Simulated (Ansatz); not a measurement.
A nudged elastic band was laid between two geometries of Cl2H2O2Sn + H2 (9 atoms, charge 0, multiplicity 1).

Theory: RKS PBE/def2-SVP in Ansatz.

- movable images: 5
- climbing image: yes
- spring: 5.0 eV/Å²
- optimiser: quadratic models (default)
- start path: through a guess of the saddle point
- force threshold: 0.05 eV/Å
- iteration limit: 60
- end points: relaxed

Initial state:

```xyz
9
Properties=species:S:1:pos:R:3
Sn -0.169 -0.476 -0.225
O -0.033 0.094 1.677
H -0.864 0.541 1.940
O 1.692 -0.455 -0.914
H 1.790 -1.165 -1.581
Cl -1.583 1.018 -1.379
Cl -1.050 -2.654 -0.437
H 1.304 2.844 2.695
H 1.092 2.151 2.433
```

Final state:

```xyz
9
Properties=species:S:1:pos:R:3
Sn -0.053 0.586 -0.111
O 0.854 0.086 2.175
H 0.297 -0.711 2.322
O 1.644 -0.368 -0.543
H 1.595 -0.553 -1.504
Cl -0.895 0.877 -2.334
Cl -1.688 -0.913 0.817
H -0.082 2.170 0.557
H 0.509 0.723 2.831
```

Which bonds break or form, and what moves?

Bonds broken: Sn1–O2, H8–H9. Bonds formed: Sn1–H8, O2–H9. Cl2H2O2Sn + H2 becomes Cl2H4O2Sn.

Give the energies along the band, and the barrier.

It converged. The highest image is number 3 of 0 to 6, 93.8 kJ/mol above the first end and 144.0 kJ/mol above the last; the last end lies 50.3 kJ/mol below the first. The profile has 2 maxima (images 3, 5) with wells between them (image 4): this band takes more than one step, which may be the mechanism or a detour left from its start path. Neighbouring images differ by up to 1.4 eV, so the band resolves the path poorly. A vibrational analysis at the climbing image gives one clearly imaginary mode, 1201i cm⁻¹: a first-order saddle point. The orbitals stay closed-shell, which can raise the energy where a bond breaks towards radicals; this wasn't checked here.

```
image  path coordinate (Å)  energy (kJ/mol)  Sn1–O2 (Å)  H8–H9 (Å)  Sn1–H8 (Å)
    0                 0.00              0.0        1.99       0.77        4.66
    1                 1.26              0.9        1.99       0.77        3.99
    2                 2.52              6.1        2.00       0.77        2.97
    3                 3.79             93.8        2.15       1.01        2.04
    4                 6.06            -40.7        2.52       2.79        1.72
    5                 8.34            -26.2        2.63       2.88        1.72
    6                10.62            -50.3        2.51       2.76        1.72
```

What is the geometry of the highest image?


```xyz
9
Properties=species:S:1:pos:R:3:forces:R:3
Sn 0.133 0.156 0.012 0.00 0.00 0.00
O -0.072 0.208 2.148 0.00 0.00 0.00
H -0.929 0.087 2.612 0.00 0.00 0.00
O 1.951 -0.137 -0.757 0.00 0.00 0.00
H 1.931 -1.020 -1.183 0.00 0.00 0.00
Cl -1.395 1.547 -1.134 0.00 0.00 0.00
Cl -0.830 -2.005 -0.263 0.00 0.00 0.00
H 0.921 1.757 0.995 0.00 0.00 0.00
H 0.470 1.303 1.779 0.00 0.00 0.00
```

Time of the run: 120 s on 4 threads of Arm Neoverse V2, with other jobs on the host, peak memory 0.17 GiB.
